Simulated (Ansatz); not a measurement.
Abridged output of a molecular run in Ansatz:

```
Functional definition: HF
2102 factors; integrals over basis functions are off by at most 1.0e-3 eV
mean field evaluation 1: about -25032.3063 eV, gradient 6.9e1 eV
mean field evaluation 2: about -25032.6969 eV, gradient 6.9e1 eV
mean field evaluation 4: about -25041.2672 eV, gradient 4.6e0 eV
mean field evaluation 8: about -25041.3805 eV, gradient 3.7e-1 eV
mean field evaluation 16: about -25041.3809 eV, gradient 2.4e-6 eV
mean field -25041.38093865 eV, -920.2537758376 hartree, gradient 2.4e-6 eV, S^2 0.000000; 0 other end points of the search recorded, 0 dependent functions left out
15 core orbitals not correlated: weight in the atoms' cores, before any rotation towards them, 1.000 or more for the frozen orbitals, at most 0.000 for the correlated occupied ones
reference -25041.38093865 eV, -920.2537758376 hartree; 22, 22 occupied and 314, 314 virtual orbitals, 2102 factors
second order -37.43132142 eV of doubles, -0.00000000 eV of singles
cycle   1  -37.53017838 eV  change   -9.9e-2 eV  update   1.2e-1
cycle   2  -38.33651333 eV  change   -8.1e-1 eV  update   3.5e-2
cycle   3  -38.52181283 eV  change   -1.9e-1 eV  update   1.8e-2
cycle   4  -38.50051512 eV  change    2.1e-2 eV  update   4.0e-3
cycle   5  -38.49842206 eV  change    2.1e-3 eV  update   1.9e-3
cycle   6  -38.49968815 eV  change   -1.3e-3 eV  update   5.7e-4
cycle   7  -38.49933957 eV  change    3.5e-4 eV  update   2.1e-4
cycle   8  -38.49921881 eV  change    1.2e-4 eV  update   6.3e-5
cycle   9  -38.49923308 eV  change   -1.4e-5 eV  update   2.4e-5
perturbative correction -1.39348519 eV, -0.0512096362 hartree
Total energy: -25081.27365692 eV, -921.7198061938 hartree
```

Its atoms:

```xyz
15

C    -1.697   -0.226   -1.566
Si   -0.275   -0.939   -0.600
O     0.942   -1.332   -1.651
Si    0.635    0.540    0.982
O     2.238    0.189    0.857
O     0.452    2.142    0.674
O     0.033    0.363    2.507
H    -2.019   -0.925   -2.342
H    -2.550   -0.034   -0.909
H    -1.412    0.713   -2.044
H    -0.756   -2.164    0.115
H     1.827   -1.184   -1.310
H     2.865    0.791    1.265
H    -0.222    2.596    1.182
H    -0.061   -0.530    2.841
```

Problem. Which basis set was used?
A. def2-QZVPP
B. cc-pV(D+d)Z
C. cc-pV(Q+d)Z
D. def2-TZVPP

Solution. D. It gives 351 functions.

Problem. Write the keys of the input that set method, charge and spin (a neutral closed shell needs none for the last two).

Solution. 
```yaml
correlation: {method: ccsd_t}
```
